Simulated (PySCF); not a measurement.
**Question.** Write Cartesian coordinates for InChI=1S/C8H5FS/c9-8-3-1-2-6-4-10-5-7(6)8/h1-5H as optimised with PBE0-D3(BJ)/def2-SVP.

**Answer.** 
```xyz
15
C8H5FS angstrom
F     -0.2948    2.7299   -0.1887
C     -0.5272    1.4262   -0.0480
C     -1.7964    0.9497    0.0925
C     -2.0183   -0.4543    0.2383
C     -0.9846   -1.3506    0.2416
C      0.3534   -0.8719    0.0975
C      1.5452   -1.5856    0.0735
S      2.8845   -0.5541   -0.1213
C      1.9375    0.8565   -0.1798
C      0.5923    0.5470   -0.0507
H     -2.6313    1.6524    0.0912
H     -3.0457   -0.8083    0.3486
H     -1.1693   -2.4206    0.3527
H      1.6823   -2.6621    0.1609
H      2.3911    1.8377   -0.3019
```

Any rigid rotation of these coordinates is as good. Atoms count from 1 in this order. The 8 C–C bonds span 1.363 Å (C2–C3, aromatic) to 1.447 Å (C6–C10, aromatic), a spread of 0.084 Å. The 6-membered ring C2–C3–C4–C5–C6–C10 has internal angles of 118.4° to 121.8°; it is planar, 0.00 Å rms from its mean plane, widest ring torsion 0°. The 10 heavy atoms lie in one plane (0.001 Å rms). The 5-membered ring C6–C7–S8–C9–C10 has internal angles of 93.9° to 112.9° (sum 540°, against 540° for a flat polygon); it is planar, 0.00 Å rms from its mean plane, widest ring torsion 0°.

Bonds between heavy atoms (Å): F1–C2 1.332, C2–C3 1.363, C3–C4 1.429, C4–C5 1.368, C5–C6 1.428, C6–C7 1.389, C7–S8 1.702, S8–C9 1.700, C9–C10 1.386, C2–C10 1.423, C6–C10 1.447.

Computed, not measured: PBE0-D3(BJ)/def2-SVP geometry optimisation, gas phase (PySCF).

Point group: Cs (every atom within 0.08 Å of its image). PBE0-D3(BJ)/def2-SVP frequencies: not computed here.
